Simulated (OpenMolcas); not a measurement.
Tc3+ among 4 point charges of -1 e arranged as a square (D4h), 2.17 Å from the ion.

```yaml
Program: OpenMolcas
Method: "SS-CASPT2, IPEA 0.25 Eh, imaginary shift 0.1 Eh (closed shells correlated: 4s 4p)"
Basis: ANO-RCC-VDZP [6s5p3d1f]
Scalar_Hamiltonian: DKH2, point nucleus
Active_space: 4 electrons in 5 orbitals (4d)
State_averaging: 2S+1 = 5 even, 5 roots; 2S+1 = 3 even, 45 roots; 2S+1 = 1 even, 50 roots
Spin-orbit_coupling: state interaction with AMFI integrals over the reference wave functions
```

(1) What is the spin-free ground state (labels of D4, the rotations of D4h)?

(2) Where is the first state of the same spin?

(3) What are the lowest two levels with spin-orbit coupling?

(4) What is χT at 300 K, and how does it compare with the textbook value?

Answers

(1) 5B1, 1-fold in its orbital part, 100 % from free-ion D terms; it has the highest spin that d4 allows.

(2) 5B2 at 3770 cm-1 above the ground state.

(3) A 1-fold level A1, then a 1-fold level A2 6 cm-1 above it. Their leading multiplicities are 5 (99 %) and 5 (99 %).

(4) The lowest level has 2S+1 = 5, for which the spin-only value is χT = S(S+1) / 2 = 3.000 cm3 K/mol (g = 2). The computed 2.199 at 300 K differs by -0.801, through orbital momentum, spin-orbit coupling and any other state in reach.

Point charges give a weaker field than real ligands, and real ions of this kind are as a rule low spin; the high spin found here belongs to the model. Free-ion shares, where given, are those of the reference states; single-state CASPT2 does not remix them. Point charges carry no covalency, so the field is a model and not that of real ligands. No measured value stands beside these numbers.
